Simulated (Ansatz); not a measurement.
(CdO)6 prism (Cd6O6). The state is a singlet with charge 0. Geometry PBE0-D4/def2-SVP, basis def2-TZVP, Ansatz.

```csv
run,HOMO (eV),LUMO (eV)
A,-5.45,-4.13
B,-6.52,-3.63
C,-6.82,-3.13
D,-6.66,-3.26
E,-5.61,-3.91
```

In the def2 sets Cd takes a core potential; there is no spin–orbit coupling. B3LYP takes the VWN-RPA correlation.

Q: The runs used B3LYP, PBE, PBE0, r2SCAN, r2SCAN0. Estimate which is which.

A: A PBE (0 % exact exchange); B B3LYP (20 % exact exchange); C r2SCAN0 (25 % exact exchange); D PBE0 (25 % exact exchange); E r2SCAN (0 % exact exchange). Exact exchange lowers occupied and raises empty levels; among semilocal functionals meta-GGAs tend to open the gap a little, and such runs are hard to tell apart. The gap grows from 1.32 eV (PBE) to 3.68 eV (r2SCAN0).
